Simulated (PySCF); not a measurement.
## Fractional electron number in Tc⁺ (technetium, charge +1)

The 5s alpha orbital of [Kr] 4d5 5s1 is emptied in steps (occupation f), with all orbitals relaxed, ending at [Kr] 4d5. All numbers are calculated (PySCF 2.14, a scalar-relativistic core potential, in def2-SVP with the def2 core potential (28 electrons) (5s3p2d1f, 31 functions)). The exact energy is a straight line in f; departures are measured from the line between the end points of the same method.

```json
{"f": "1", "HSE06 (eV)": "0.000"}
{"f": "0.8", "HSE06 (eV)": "-0.461"}
{"f": "0.6", "HSE06 (eV)": "-0.693"}
{"f": "0.4", "HSE06 (eV)": "-0.694"}
{"f": "0.2", "HSE06 (eV)": "-0.464"}
{"f": "0", "HSE06 (eV)": "0.000"}
```

| method | E(f=0) − E(f=1) (eV) | −ε at f=1 (eV) | −ε at f=0.4 (eV) |
| --- | --- | --- | --- |
| HSE06 | 15.423 | 12.540 | 15.995 |

Orbital energy along the path (eV):

```
  f    HSE06
  1  -12.540
0.8  -13.690
0.6  -14.841
0.4  -15.995
0.2  -17.157
  0  -18.323
```

Reference removal energy between the ground levels: 15.26 eV (semi-empirical (NIST evaluation); NIST Atomic Spectra Database, ionization energies).
